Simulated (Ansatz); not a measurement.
CH₅BSe₂, SMILES `CB([SeH])[SeH]`. The species carries charge 0 and has multiplicity 1. Geometry: relaxed with PBE0-D4/def2-TZVP. It is one conformer, not always the lowest.

```xyz
9

C     0.006   -0.685   -0.650
B     0.005    0.431    0.444
Se    1.567    1.511    0.844
Se   -1.579    0.893    1.466
H    -0.703   -1.488   -0.435
H    -0.301   -0.236   -1.602
H     0.993   -1.125   -0.808
H     2.448    0.829   -0.112
H    -2.435   -0.130    0.852
```

What is the dipole moment at PBE/def2-TZVPP? (Best estimate.)

The calculation gave: 1.69 D, with components (0.00, -1.18, -1.20) D in this frame, pointing from negative to positive charge.

And with r2SCAN, B3LYP, ωB97M-V? (Estimate.)

Ansatz gave: r2SCAN 1.89 D, B3LYP 1.75 D, ωB97M-V 1.85 D.

Give the Mulliken charges with PBE, ωB97M-V, B3LYP in def2-TZVPP. (An estimate is asked.)

The calculation gave: 
```
atom    PBE  ωB97M-V  B3LYP
  C1  -0.32    -0.33  -0.30
  B2  -0.02    -0.01   0.01
 Se3  -0.03    -0.06  -0.04
 Se4  -0.03    -0.06  -0.04
  H5   0.10     0.10   0.10
  H6   0.12     0.13   0.11
  H7   0.09     0.10   0.09
  H8   0.04     0.06   0.03
  H9   0.04     0.06   0.03
```

B3LYP here is the variant with VWN-RPA as its local correlation; programs differ in this.
